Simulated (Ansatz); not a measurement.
The cluster Nb₂S₂⁺. The state is a doublet with charge 1. Geometry B3LYP-D4/def2-SVP, that of the neutral singlet; atoms count from 1.

```xyz
4

Nb    0.220   -0.016   -1.095
Nb   -0.219    0.016    1.095
S    -0.538   -2.025   -0.080
S     0.538    2.025    0.080
```

In the def2 sets Nb takes a core potential; there is no spin–orbit coupling. The structure comes from a short search, and lower isomers may exist.

Problem. Estimate the Mulliken populations from the PBE0/def2-TZVP orbitals of Ansatz.

Solution. 
| atom | charge (e) | spin (α − β) | d electrons |
| --- | --- | --- | --- |
| Nb1 | 0.91 | 0.56 | 3.42 |
| Nb2 | 0.91 | 0.56 | 3.42 |
| S3 | -0.41 | -0.06 | – |
| S4 | -0.41 | -0.06 | – |
Mulliken values and Mayer orders depend strongly on the basis.

Problem. Where does the spin sit?

Solution. Summed by element: Nb 1.11, S -0.11, of 1 unpaired in all. Largest on single atoms: Nb2 0.56, Nb1 0.56, S3 -0.06.

Problem. And the Mayer bond orders between bonded heavy atoms (over 0.3)?

Solution. Nb1–Nb2 2.75 (2.23 Å); Nb1–S3 1.09 (2.38 Å); Nb1–S4 1.08 (2.38 Å); Nb2–S3 1.08 (2.38 Å); Nb2–S4 1.09 (2.38 Å).
